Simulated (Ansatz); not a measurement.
`BCB(C)Cl`. The species carries charge 0 and has multiplicity 1. The geometry is a stationary point of PBE0-D4/def2-TZVP. It is one conformer, not always the lowest.

```xyz
12

B     0.053    0.083    1.823
C     0.196    0.996    0.576
B    -0.479    0.236   -0.614
C     0.202   -0.915   -1.410
Cl   -2.115    0.716   -1.083
H    -0.694    0.361    2.714
H     0.671   -0.942    1.889
H     1.264    1.031    0.318
H    -0.221    1.992    0.718
H     1.081   -1.324   -0.908
H    -0.491   -1.725   -1.648
H     0.533   -0.509   -2.375
```

Q: What is the dipole moment at r2SCAN/def2-TZVPP? (An estimate is asked.)

A: The calculation gave: 1.55 D, with components (1.51, -0.05, -0.31) D in this frame, pointing from negative to positive charge.

Q: And with PBE, B3LYP, ωB97M-V? (An estimate is asked.)

A: Ansatz gave: PBE 1.46 D, B3LYP 1.50 D, ωB97M-V 1.51 D.

Q: Give the Mulliken charges with r2SCAN, B3LYP, PBE in def2-TZVPP. (Estimate.)

A: The calculation gave: 
| atom | r2SCAN | B3LYP | PBE |
| --- | --- | --- | --- |
| B1 | -0.04 | -0.12 | -0.10 |
| C2 | -0.14 | -0.16 | -0.15 |
| B3 | 0.17 | 0.12 | 0.10 |
| C4 | -0.23 | -0.30 | -0.32 |
| Cl5 | -0.16 | -0.16 | -0.13 |
| H6 | 0.01 | 0.04 | 0.03 |
| H7 | 0.01 | 0.04 | 0.02 |
| H8 | 0.09 | 0.11 | 0.12 |
| H9 | 0.08 | 0.10 | 0.10 |
| H10 | 0.07 | 0.10 | 0.10 |
| H11 | 0.08 | 0.11 | 0.11 |
| H12 | 0.08 | 0.10 | 0.12 |

B3LYP here is the variant with VWN-RPA as its local correlation; programs differ in this.
